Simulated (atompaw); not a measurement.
# An all-electron radial function and its pseudo partner (Os (Z = 76))

Columns: radius, all-electron u(r) and pseudo u(r) of the 5p shell (level -50.86 eV) of osmium in the configuration [Kr] 4d10 4f14 5s2 5p6 5d6 6s2 6p0; PBEsol, scalar-relativistic, PAW (atompaw) scheme, atompaw 4.2.0.5.

```json
{"r (bohr)": "0.079", "all-electron": "0.0266", "pseudo": "0.0182"}
{"r (bohr)": "0.158", "all-electron": "0.3618", "pseudo": "0.0716"}
{"r (bohr)": "0.237", "all-electron": "-0.1082", "pseudo": "0.1563"}
{"r (bohr)": "0.315", "all-electron": "-0.5064", "pseudo": "0.2651"}
{"r (bohr)": "0.394", "all-electron": "-0.5469", "pseudo": "0.3930"}
{"r (bohr)": "0.473", "all-electron": "-0.3191", "pseudo": "0.5301"}
{"r (bohr)": "0.552", "all-electron": "0.0186", "pseudo": "0.6672"}
{"r (bohr)": "0.631", "all-electron": "0.3567", "pseudo": "0.7955"}
{"r (bohr)": "0.710", "all-electron": "0.6400", "pseudo": "0.9070"}
{"r (bohr)": "0.788", "all-electron": "0.8473", "pseudo": "0.9944"}
{"r (bohr)": "0.867", "all-electron": "0.9847", "pseudo": "1.0559"}
{"r (bohr)": "0.946", "all-electron": "1.0588", "pseudo": "1.0884"}
{"r (bohr)": "1.025", "all-electron": "1.0823", "pseudo": "1.0923"}
{"r (bohr)": "1.104", "all-electron": "1.0680", "pseudo": "1.0704"}
{"r (bohr)": "1.183", "all-electron": "1.0269", "pseudo": "1.0272"}
{"r (bohr)": "1.262", "all-electron": "0.9682", "pseudo": "0.9682"}
{"r (bohr)": "1.340", "all-electron": "0.9001", "pseudo": "0.9001"}
{"r (bohr)": "1.419", "all-electron": "0.8260", "pseudo": "0.8260"}
{"r (bohr)": "1.498", "all-electron": "0.7508", "pseudo": "0.7508"}
{"r (bohr)": "1.577", "all-electron": "0.6772", "pseudo": "0.6772"}
{"r (bohr)": "1.656", "all-electron": "0.6069", "pseudo": "0.6069"}
{"r (bohr)": "1.735", "all-electron": "0.5410", "pseudo": "0.5410"}
{"r (bohr)": "1.813", "all-electron": "0.4809", "pseudo": "0.4809"}
{"r (bohr)": "1.892", "all-electron": "0.4253", "pseudo": "0.4253"}
{"r (bohr)": "1.971", "all-electron": "0.3749", "pseudo": "0.3749"}
{"r (bohr)": "2.050", "all-electron": "0.3296", "pseudo": "0.3296"}
```

Q: How many radial nodes do the two functions have?

A: The all-electron 5p function has n − l − 1 = 3 (the table is too coarse to show those close to the nucleus); the pseudo-wave has 0, since the states of the same l below it are removed with the core.

Q: At about which radius was the pseudo-wave matched?

A: 1.35 bohr. The columns agree to 0.0005 from 1.18 bohr on; several derivatives are matched, so the curves merge somewhat inside the radius.

Q: Is the pseudo-wave norm-conserving?

A: No, it belongs to a PAW set: the norm inside the radius is not constrained, and the difference is carried by the augmentation charge.
